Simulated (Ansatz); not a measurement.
CH6FNOSi (`N[SiH](F)CO`), charge 0, multiplicity 1.

**Question.** Give a relaxed structure at PBE0-D4/def2-TZVP (Ansatz). (Best estimate.)

**Answer.** Computed: 
Z-matrix (Å, degrees):
```
Si
F 1 1.607
C 1 1.878 2 108.1
N 1 1.693 2 114.4 3 -118.7
H 1 1.482 2 104.6 3 120.3
O 3 1.423 1 107.8 2 -84.1
H 3 1.098 1 109.7 2 37.7
H 3 1.099 1 108.8 2 154.8
H 4 1.005 1 123.4 2 -67.2
H 4 1.008 1 118.6 2 85.0
H 6 0.960 3 108.9 1 179.4
```
This is one stationary point; other conformers may exist.
